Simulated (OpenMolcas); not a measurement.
# 5d² along the 70-electron sequence

```json
{"Program": "OpenMolcas", "Method": "CASSCF", "Basis": "ANO-R2", "Scalar Hamiltonian": "X2C, finite nucleus", "Spin-orbit coupling": "RASSI with atomic mean-field integrals over the reference wave functions, term energies averaged over their components"}
```

Active space for each ion: 2 electrons in 5 orbitals (5d).

Computed levels in cm-1 above ³F₂:

```
                               Level   Hf2+   Ta3+    W4+   Re5+   Os6+   Ir7+
                                 ³F₃   3398   4706   6521   8098  10159  12384
                                 ³F₄   6724   9120  12278  14995  18364  21883
                                 ³P₀  10917  12975  14753  16516  18122  19687
                                 ³P₁  12650  15472  18409  21187  24215  27368
                                 ³P₂  16354  20687  25651  30209  35508  41097
                                 ¹G₄  16830  20842  25064  29101  33608  38400
                                 ¹S₀  35339  43017  50063  57068  64085  71314
weight of ³F in the lowest level (%)     95     93     92     91     89     88
```

Mixed levels, with the weight of the term that names them: Hf2+ ³P₂ (65 %), Ta3+ ³P₂ (62 %), W4+ ³P₂ (59 %), Re5+ ³P₂ (58 %), Os6+ ³P₂ (56 %), Ir7+ ³P₂ (55 %).

Measured, with the error of the calculation in %. Measured levels: W4+ from the list in J. Phys. B 45, 065001 (2012); Os6+, Ir7+ from van het Hof, Joshi, Wyart and Sugar, J. Res. Natl. Inst. Stand. Technol. 100, 687 (1995).

| Level | W4+ | Os6+ | Ir7+ |
| --- | --- | --- | --- |
| ³F₃ |  | 10308 (-1.4) | 12672 (-2.3) |
| ³F₄ | 11519 (+6.6) |  | 21615 (+1.2) |
| ³P₀ | 12839 (+14.9) | 15837 (+14.4) | 17254 (+14.1) |
| ³P₁ | 16331 (+12.7) | 22098 (+9.6) | 25221 (+8.5) |
| ³P₂ | 22615 (+13.4) | 33127 (+7.2) | 38878 (+5.7) |
| ¹G₄ | 22346 (+12.2) | 31274 (+7.5) | 36253 (+5.9) |
| ¹S₀ | 43110 (+16.1) | 57710 (+11.0) | 65022 (+9.7) |

The fine-structure level ³F₄ changes by a factor of 3.25 from Hf2+ to Ir7+. Its fourth root runs 9.06, 9.77, 10.53, 11.07, 11.64, 12.16, with steps per unit of Z of 0.72, 0.75, 0.54, 0.58, 0.52; equal steps would mean a (Z - σ)^4 law with constant σ.

³P₀ changes by a factor of 1.8 over the same range, with steps per unit of Z of +2060, +1780, +1760, +1610, +1560 cm-1.

Without dynamic correlation excited terms often stand tens of per cent too high (terms of higher spin than the ground term too low), and those without a measured partner can miss by more than the paired ones. Configurations with an s electron lie low in 5d ions of this charge, fall among these levels and mix in, so low-spin terms can stand far too high, up to twice their true height, and weights are not those of the real levels (holds for Hf2+). Computed and measured levels are paired by configuration, term and J; levels that our copy of the source lacks, or whose pairing is in doubt (as where it misses far off the trend of its configuration), stay unpaired and out of the deviations. Only configurations of the active space appear.
